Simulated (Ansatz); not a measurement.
`[NH2][Ga]([SiH3])[BH]F`, charge 0, multiplicity 1.

(1) Give a relaxed structure at PBE0-D4/def2-TZVP (Ansatz 0.2.0). (Estimate.)

Answers

(1) Computed: 
Z-matrix (Å, degrees):
```
Si
Ga 1 2.414
H 1 1.491 2 111.2
H 1 1.491 2 111.2 3 -119.0
H 1 1.491 2 112.2 3 120.5
B 2 2.115 1 128.2 3 61.7
N 2 1.822 1 113.3 3 -120.4
F 6 1.325 2 120.1 1 -86.2
H 6 1.207 2 124.9 1 91.6
H 7 1.006 2 125.0 1 179.4
H 7 1.006 2 123.3 1 1.5
```
This is one stationary point; other conformers may exist.
